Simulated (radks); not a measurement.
Values are calculated unless marked as measured or tabulated.
Species: neutral silicon. Configuration: [Ne] 3s2 3p2. Code: a radial shooting solver on a logarithmic mesh with Libxc functionals. Model: scalar-relativistic Kohn-Sham, PBE, spin-polarised, spherical densities, finite nucleus; open shells are filled with parallel spins first; Fermi nuclear charge, rms radius 3.1224 fm.

Normalised radial functions P(r) = r R(r), r in bohr:

r,2p down
0.01265,0.0130
0.01843,0.0263
0.02705,0.0532
0.0394,0.1034
0.05738,0.1940
0.08424,0.3503
0.1227,0.5820
0.1801,0.8852
0.2624,1.1726
0.3821,1.3101
0.561,1.1664
0.8171,0.7795
1.2,0.3498
1.747,0.0957
2.545,0.0129
3.736,0.0006
5.441,0.0000
7.925,0.0000

2p down: eigenvalue -95.184 eV, 0 radial nodes, <r> = 0.538 bohr, 90 % of the charge inside 0.904 bohr.
